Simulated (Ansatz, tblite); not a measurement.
BN nanocrystals, H-capped: gap (eV) at several levels, gas phase, relaxed structures; Ansatz, xTB through tblite. Levels of anions in sets without diffuse functions are rough. The structures are stationary points that may keep the symmetry of their start.

```
                             species    state            geometry  GFN1-xTB  PBE-D4/def2-SVP  PBE-D4/def2-TZVP  r2SCAN-D4/def2-TZVP  PBE0-D4/def2-SVP  PBE0-D4/def2-TZVP
          B4N4H14, cut from wurtzite  singlet    PBE0-D4/def2-SVP      7.17             5.96              5.45                 6.43              8.26               7.56
B5N4H16⁻, cut from zinc blende, disc  singlet  r2SCAN-D4/def2-SVP      6.57             4.97              4.61                 5.42              7.26               6.74
          B6N6H18, cut from wurtzite  singlet  r2SCAN-D4/def2-SVP      6.42             5.10              4.62                 5.58              7.33               6.67
      B6N7H20⁺, cut from zinc blende  singlet  r2SCAN-D4/def2-SVP      6.36             4.98              4.69                 5.62              7.30               6.88
       B7N7H20, cut from zinc blende  singlet     PBE-D4/def2-SVP      5.43             3.69              3.38                 4.30              5.96               5.49
          B8N8H22, cut from wurtzite  singlet     PBE-D4/def2-SVP      7.16             5.88              5.37                 6.24              8.14               7.46
          B9N9H24, cut from wurtzite  singlet     PBE-D4/def2-SVP      7.21             5.74              5.24                 6.12              8.04               7.37
B9N10H28⁺, cut from zinc blende, rod  singlet  r2SCAN-D4/def2-SVP      6.32             5.00              4.69                 5.59              7.28               6.84
     B12N12H32, cut from zinc blende  singlet     PBE-D4/def2-SVP      6.73             5.00              4.66                 5.51              7.31               6.80
     B13N13H30, cut from zinc blende  singlet     PBE-D4/def2-SVP      6.35             4.32              3.92                 4.75              6.56               6.01
```
